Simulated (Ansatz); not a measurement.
Reactions of C$_{3}$H$_{7}$NO (`CC1(N)CO1`).

Program: Ansatz. Geometries: PBE0-D4/def2-TZVP. ΔE: electronic, gas phase. CBS: MP2 limit from def2 TZ/QZ plus the TZ coupled-cluster correction, frozen cores. This one scheme is used for every species, atoms too. For atomizations the MP2-based limit and the directly extrapolated one differ by several kJ/mol either way, and by 10 to 25 for some Ge, Se and Sn compounds, so smaller differences from it don't rank the levels. DFT in def2-TZVPP. B3LYP here is the variant with VWN-RPA as its local correlation; programs differ in this. No spin–orbit coupling; open shells (•) take unrestricted orbitals. Spin–orbit coupling would lower the free atoms: a little for C, O. Elements past krypton have def2 core potentials. Bonds to Sn are less sure, by a few kJ/mol each and by 10 to 20 or more in all where they break to atoms, as the def2 sets lack core-valence functions. Each species was taken in one conformer, which may not be the lowest.

```csv
reaction,PBE-D4 (eV),B3LYP-D4 (eV),ωB97M-V (eV),CCSD(T)/CBS(def2) (eV)
`CC1(N)CO1` → 3 C• + 7 H• + N• + O•,50.35,48.85,49.03,48.77
`CC1(N)CO1` → `CCNC=O`,-1.25,-1.38,-1.20,-1.20
`CC1(N)CO1` → `CC(N)C=O`,-0.48,-0.64,-0.55,-0.59
`CC1(N)CO1` + `[OH][Sn]([OH])([F])[F]` → `C[O][Sn]([OH])([F])[F]` + `NC1CO1`,0.80,0.76,0.85,0.85
`CC1(N)CO1` → `C1COCN1`,-0.05,-0.13,-0.13,-0.14
`CC1(N)CO1` → `CNC(C)=O`,-1.43,-1.55,-1.38,-1.36
```

Largest T1 diagnostic: 0.015, for `[OH][Sn]([OH])([F])[F]`.
